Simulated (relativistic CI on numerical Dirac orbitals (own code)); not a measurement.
## Ni3+ in a cubic cluster: 2p photoemission with charge transfer

Computed with a charge-transfer multiplet model of a cubic metal-ligand cluster with up to 3 ligand holes, Slater and spin-orbit integrals from Dirac-Coulomb-Breit ions, Slater integrals scaled by 0.9. The parameters are those of a tetrahedral site (10Dq negative, t2 hopping the larger). The ground state mixes d7 with configurations of k ligand holes L, whose averages lie at kΔ + k(k − 1)U_dd/2; a core hole lowers each added d electron by U_cd. 300 K, Lorentzian 0.6 eV and Gaussian 0.8 eV FWHM.

Atomic integrals in eV (Slater integrals scaled, ζ unscaled), ground: F2dd 11.900, F4dd 7.429, zeta_d 0.089; with the core hole: F2dd 13.428, F4dd 8.428, zeta_d 0.124, zeta_core 11.400, F2cd 8.116, G1cd 6.273, G3cd 3.570.

Cluster parameters (eV): U_dd = 7, U_cd = 8.4, 10Dq = -0.4, 10Dq(ligand) = 0, V(eg) = 1.57, V(t2g) = -2.68, final-state hopping factor = 1.

```
       Case   n_d    d7   d8L  d9L2  d10L3     S
Δ = -1.8 eV  7.78  0.34  0.55  0.11   0.00  1.50
Δ = -0.8 eV  7.68  0.41  0.51  0.08   0.00  1.50
 Δ = 0.2 eV  7.58  0.48  0.46  0.06   0.00  1.50
 Δ = 2.2 eV  7.42  0.61  0.35  0.03   0.00  1.50
 Δ = 3.2 eV  7.35  0.67  0.30  0.02   0.00  1.50
```

Weights, n_d and S are thermal averages at 300 K. Binding energies count from the first peak over 30 % of the highest in each spectrum, which can be another peak from case to case. The parameters are a model scan and need not match a compound or its usual spin state. Peaks in eV (height, largest 100):
- Δ = -1.8 eV: 0.0 (100), 8.0 (35), 17.9 (46), 26.1 (21), 32.3 (6)
- Δ = -0.8 eV: 0.0 (100), 8.0 (34), 12.0 (8), 15.4 (11), 17.9 (47), 26.2 (20), 32.7 (6)
- Δ = 0.2 eV: 0.0 (100), 8.1 (34), 12.2 (10), 15.6 (10), 18.0 (48), 21.8 (5), 26.3 (19), 33.1 (6)
- Δ = 2.2 eV: 0.0 (100), 8.0 (35), 12.9 (14), 15.4 (7), 18.2 (51), 26.5 (20)
- Δ = 3.2 eV: 0.0 (100), 7.9 (34), 8.8 (32), 13.2 (14), 15.2 (6), 18.3 (52), 26.7 (21)

For the case Δ = 0.2 eV, Δ = 0.2 eV is smaller than U_dd = 7 eV, the charge-transfer side of the Zaanen-Sawatzky-Allen scheme. With the core hole the configuration with one ligand hole lies at Δ − U_cd = -10.2, -9.2, -8.2, -6.2, -5.2 eV from the one without, in the order of the table; where this is negative the screened configuration lies lower, though the effective hopping of about 4.2 eV (from the holes of the mixed ground state) mixes the two strongly wherever it is as large as the gap.
